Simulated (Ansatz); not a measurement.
`C=C[Si](N)(N)F` and `C=C[Si](N)(N)Br` differ in one element.

Ansatz, PBE0-D4/def2-TZVP geometries, multiplicity 1. Each molecule was computed in one conformer, which needn't be the lowest.

Scalar relativity is left out up to krypton.

```
                                      property  `C=C[Si](N)(N)F`
             HOMO energy (PBE/def2-TZVPP) / eV             -5.99
            LUMO energy (PBE0/def2-TZVPP) / eV             -0.31
size of the dipole moment (PBE/def2-TZVPP) / D              1.72
             LUMO energy (PBE/def2-TZVPP) / eV             -1.31
           HOMO energy (B3LYP/def2-TZVPP) / eV             -7.15
         HOMO energy (ωB97M-V/def2-TZVPP) / eV             -9.73
```

(1) What does the change do to each property? (Estimate.)

## Answers

(1) Ansatz gave: 
```json
{"property": "HOMO energy (PBE/def2-TZVPP) / eV", "`C=C[Si](N)(N)Br`": "-6.11", "shift": "-0.12"}
{"property": "LUMO energy (PBE0/def2-TZVPP) / eV", "`C=C[Si](N)(N)Br`": "-0.47", "shift": "-0.16"}
{"property": "size of the dipole moment (PBE/def2-TZVPP) / D", "`C=C[Si](N)(N)Br`": "2.22", "shift": "0.50"}
{"property": "LUMO energy (PBE/def2-TZVPP) / eV", "`C=C[Si](N)(N)Br`": "-1.46", "shift": "-0.15"}
{"property": "HOMO energy (B3LYP/def2-TZVPP) / eV", "`C=C[Si](N)(N)Br`": "-7.25", "shift": "-0.10"}
{"property": "HOMO energy (ωB97M-V/def2-TZVPP) / eV", "`C=C[Si](N)(N)Br`": "-9.81", "shift": "-0.08"}
```

With PBE0 the HOMO falls by 0.10 eV and the LUMO falls by 0.16 eV, so the gap narrows by about 0.06 eV. PBE moves the HOMO by -0.12 eV and ωB97M-V by -0.08 eV. Dipoles are sizes alone; their direction can turn.

B3LYP here is the variant with VWN-RPA as its local correlation; programs differ in this.

Spin–orbit coupling is left out; it splits and shifts lone-pair levels of the heavy atoms by tenths of an eV.
